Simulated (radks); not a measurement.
The numbers below are computed, except where a source is named.
Charge is removed step by step from the 4f (averaged over the sub-levels emptied) level of Er2+, starting from [Xe] 4f12. Code: a radial shooting solver on a logarithmic mesh with Libxc functionals. Model: Dirac Kohn-Sham, BLYP, spin-unpolarised, spherical densities, finite nucleus; open shells are shared between the two j in proportion to 2j + 1; Fermi nuclear charge, rms radius 5.2516 fm.

removed (e) = 0: E - E(0) (eV) 0.000; eigenvalue (eV) -17.290; E minus straight line (eV) 0.000
removed (e) = 0.25: E - E(0) (eV) 4.839; eigenvalue (eV) -21.460; E minus straight line (eV) -1.656
removed (e) = 0.5: E - E(0) (eV) 10.748; eigenvalue (eV) -25.848; E minus straight line (eV) -2.242
removed (e) = 0.75: E - E(0) (eV) 17.779; eigenvalue (eV) -30.434; E minus straight line (eV) -1.706
removed (e) = 1: E - E(0) (eV) 25.980; eigenvalue (eV) -35.202; E minus straight line (eV) 0.000

Removing the whole electron costs 25.980 eV by Delta-SCF, against 17.290 eV from minus the eigenvalue at the starting occupation. Slater's transition state (half an electron removed) gives 25.848 eV. Integrating minus the eigenvalue over the occupation (Janak's theorem) gives 25.980 eV. The mean slope of the eigenvalue, de/dn, is 17.9 eV per electron. Ionisation energy of Er2+ in the NIST Atomic Spectra Database: 22.70 eV (semi-empirical).

Beside tabulated values, note that spin-unpolarised runs miss the spin-polarisation part of the exchange energy of open shells.
